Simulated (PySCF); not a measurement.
C2H5F2NSi, SMILES C/C=N/[SiH](F)F.

Geometry optimised at r2SCAN-D4/def2-SVP. The structure was generated by enumeration; whether it is a known compound was not checked. One conformer was computed; it need not be the lowest.

Level of theory: PySCF with r2SCAN-D4/def2-SVP.

Frequencies are harmonic and unscaled.

Computed harmonic wavenumbers and intensities:
| mode | ν (cm⁻¹) | IR (km/mol) | moving atoms (share of kinetic energy) |
|---|---|---|---|
| 1 | 85 | 4.2 | H 38 %, F 30 %, N 22 %, C 9 % |
| 2 | 105 | 4.1 | F 44 %, C 24 %, H 16 %, N 14 % |
| 3 | 140 | 3.2 | H 43 %, C 30 %, F 16 %, N 9 % |
| 4 | 178 | 0.2 | H 66 %, C 27 % |
| 5 | 288 | 13.6 | F 69 %, N 13 %, C 8 % |
| 6 | 329 | 8.5 | N 37 %, F 29 %, C 15 %, Si 10 %, H 10 % |
| 7 | 390 | 33.2 | F 32 %, C 22 %, Si 19 %, N 13 %, H 13 % |
| 8 | 485 | 54.9 | Si 42 %, C 21 %, H 16 %, N 15 % |
| 9 | 741 | 47.6 | N 35 %, H 32 %, C 12 %, Si 12 %, F 9 % |
| 10 | 817 | 51.5 | H 84 % |
| 11 | 823 | 14.5 | H 64 %, F 30 % |
| 12 | 846 | 11.6 | H 74 %, F 18 % |
| 13 | 895 | 279.2 | H 40 %, Si 28 %, F 21 % |
| 14 | 960 | 202.6 | Si 46 %, F 37 %, H 12 % |
| 15 | 1001 | 110.0 | C 27 %, H 26 %, N 23 %, Si 18 % |
| 16 | 1097 | 0.2 | H 54 %, C 43 % |
| 17 | 1135 | 22.8 | C 56 %, H 42 % |
| 18 | 1354 | 23.1 | H 76 %, C 23 % |
| 19 | 1402 | 3.6 | H 82 %, C 11 % |
| 20 | 1430 | 32.8 | H 91 % |
| 21 | 1441 | 12.6 | H 96 % |
| 22 | 1760 | 350.6 | C 55 %, N 40 % |
| 23 | 2331 | 119.9 | H 97 % |
| 24 | 2949 | 60.4 | H 92 % |
| 25 | 3028 | 2.5 | H 97 % |
| 26 | 3109 | 2.6 | H 91 %, C 9 % |
| 27 | 3174 | 4.5 | H 90 %, C 10 % |
